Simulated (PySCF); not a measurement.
# Substituent effects on chemical shifts

Parent skeleton `[Cl:1][SiH2:2][C:3]1=[C:4]([Cl:5])[CH2:6][CH2:7]1`; one hydrogen on atom 2 is replaced by X. Hydrogens on one atom are averaged.

Computational details: shielding tensors at PBE0/pcSseg-1 (GIAO), geometry: GFN2-xTB, in PySCF 2.14 (isolated molecule, non-relativistic Hamiltonian, one computed conformer).

Scale: HCl for ³⁵Cl (σ = 949.78 ppm); TMS for ²⁹Si (σ = 349.16 ppm) and ¹³C (σ = 186.93 ppm) and ¹H (σ = 31.72 ppm) (reference shieldings calculated alike).

Parent (X = H): Cl1 -90.5, Si2 -35.5, C3 148.1, C4 158.9, Cl5 268.3, C6 40.8, C7 29.3, H(Si2) 5.46, H(C6) 2.86 ppm. Effects are Δδ = δ(X) − δ(H), positive for deshielding.

**Question.** Give Δδ (ppm) for X = CHF2, SCH3, F, OCH3, N=CH2, isopropenyl, allyl, CH2F, CH2SiH3.

**Answer.** 
```tsv
X	SMILES	Cl1	Si2	C3	C4	Cl5	C6	C7	H(Si2)	H(C6)
CHF2	FC(F)[Si@H](Cl)C1=C(Cl)CC1	+56.3	+5.5	-1.8	+3.0	+15.6	+1.8	-1.1	-0.47	+0.14
SCH3	CS[Si@@H](Cl)C1=C(Cl)CC1	+56.3	+29.3	+2.7	-1.0	-1.9	+0.5	-1.5	+0.48	+0.06
F	F[Si@H](Cl)C1=C(Cl)CC1	+154.4	+23.7	+1.6	+2.5	+10.4	+0.7	+0.0	+0.12	+0.01
OCH3	CO[Si@@H](Cl)C1=C(Cl)CC1	+96.2	+11.3	+4.7	-2.0	-0.4	+0.3	-0.5	+0.04	+0.05
N=CH2	C=N[Si@@H](Cl)C1=C(Cl)CC1	+90.3	+5.2	+1.8	-3.2	-10.7	+0.8	-0.2	+0.34	+0.02
isopropenyl	C=C(C)[Si@H](Cl)C1=C(Cl)CC1	+57.1	+16.5	+2.0	-0.2	-4.0	+0.9	-0.3	-0.06	+0.04
allyl	C=CC[Si@H](Cl)C1=C(Cl)CC1	+38.8	+18.7	+2.8	-1.8	-4.8	+0.5	+0.0	+0.00	+0.05
CH2F	FC[Si@H](Cl)C1=C(Cl)CC1	+27.1	+9.0	-0.7	+3.9	+3.8	+0.8	-1.2	+0.07	+0.09
CH2SiH3	[SiH3]C[Si@@H](Cl)C1=C(Cl)CC1	+57.4	+23.4	+2.6	-1.4	-1.6	+0.5	-0.4	+0.21	+0.05
```

**Question.** Which position responds most, and to which substituents?

**Answer.** Cl1: from +27.1 ppm with CH2F to +154.4 ppm with F.
